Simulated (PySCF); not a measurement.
PySCF 2.14 output of an unrestricted M06-2X calculation on a single atom or ion in aug-cc-pCVTZ-DK with one added diffuse shell each of s, p, d, f type (8s7p5d3f, 75 functions), with the spin-free X2C one-electron Hamiltonian (Gaussian nucleus):

```
SCF conv_tol = 1e-09
number electrons alpha = 2  beta = 1
    Y. Zhao and D. G. Truhlar.,  Theor. Chem. Acc. 120, 215 (2008)
    Y. Zhao and D. G. Truhlar.,  Theor. Chem. Acc. 120, 215 (2008)
cycle= 1 E= -23.4442342369052  delta_E= -0.00195  |g|= 0.00479  |ddm|= 0.28
cycle= 2 E= -23.4442413307533  delta_E= -7.09e-06  |g|= 0.000594  |ddm|= 0.00856
cycle= 3 E= -23.444241440328  delta_E= -1.1e-07  |g|= 1.73e-05  |ddm|= 0.00166
cycle= 4 E= -23.4442414404601  delta_E= -1.32e-10  |g|= 1.21e-06  |ddm|= 6.91e-05
converged SCF energy = -23.4442414404601  <S^2> = 0.75001135  2S+1 = 2.0000114
```

The run itself started from symmetry-adapted Hartree-Fock orbitals and held the occupation by maximum overlap, on a logarithmic radial grid, so the iterations belong to that start.

Q: Which element, charge and spin multiplicity is this?

A: B²⁺ (boron, charge +2), multiplicity 2; the state was [He] 2s1, 2S determinant.
